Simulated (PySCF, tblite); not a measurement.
Isomers of [C6H11FO]+ (charge +1 and doublet state). Computed values, GFN2-xTB/tblite, gas phase, harmonic and unscaled. The method is semi-empirical: single wavenumbers can be off by several per cent or more. One conformer each. Open shells enter through the occupations alone, without spin polarisation, and single modes of such species can be off by tens of per cent.

Electronic energies: B3LYP/pcH-1 single points on the GFN2-xTB geometries (PySCF, gas phase).

```json
{"SMILES": "[CH2+][CH][C@H](F)COCC", "electronic energy, lowest = 0 (kcal/mol)": "31.7"}
{"SMILES": "CO[C+](C)[CH]CCF", "electronic energy, lowest = 0 (kcal/mol)": "0.0"}
{"SMILES": "CC[C@](C)(F)C(C)=[O+]", "electronic energy, lowest = 0 (kcal/mol)": "6.4"}
```

Problem. How do GFN2-xTB zero-point energies change the relative energies?

Solution. 
```
                SMILES  ZPE (kcal/mol)  of it from modes above 1550 cm⁻¹  electronic (kcal/mol)  with ZPE, lowest = 0 (kcal/mol)  lowest mode (cm⁻¹)  rings
      CO[C+](C)[CH]CCF            97.9                              47.2                    0.0                              0.0                  38      0
 CC[C@](C)(F)C(C)=[O+]            96.7                              49.9                    6.4                              5.2                  54      0
[CH2+][CH][C@H](F)COCC            96.6                              49.2                   31.7                             30.3                  46      0
```

The zero-point energies span 1.3 kcal/mol, from `[CH2+][CH][C@H](F)COCC` to `CO[C+](C)[CH]CCF`. The order is unchanged.

Problem. And how do the electronic energies of GFN2-xTB itself compare?

Solution. `CO[C+](C)[CH]CCF` 0.0; `CC[C@](C)(F)C(C)=[O+]` 9.2; `[CH2+][CH][C@H](F)COCC` 27.3 kcal/mol, lowest = 0. Against the energies above, taken from the same isomer `CO[C+](C)[CH]CCF`, the largest difference is 4.4 kcal/mol.

Problem. What do entropy and thermal enthalpy add at 298.15 K and 1 bar (rigid rotor, harmonic oscillator, one conformer each)?

Solution. 
```
                SMILES  point group  symmetry number  S (cal/(mol K))  H − H(0) (kcal/mol)  ZPE + H − H(0) − TS (kcal/mol)
      CO[C+](C)[CH]CCF           C1                1             99.6                 6.88                            75.1
 CC[C@](C)(F)C(C)=[O+]           C1                1             98.6                 7.03                            74.3
[CH2+][CH][C@H](F)COCC           C1                1            100.1                 6.88                            73.6
```

S holds R ln(2S + 1) for the spin.
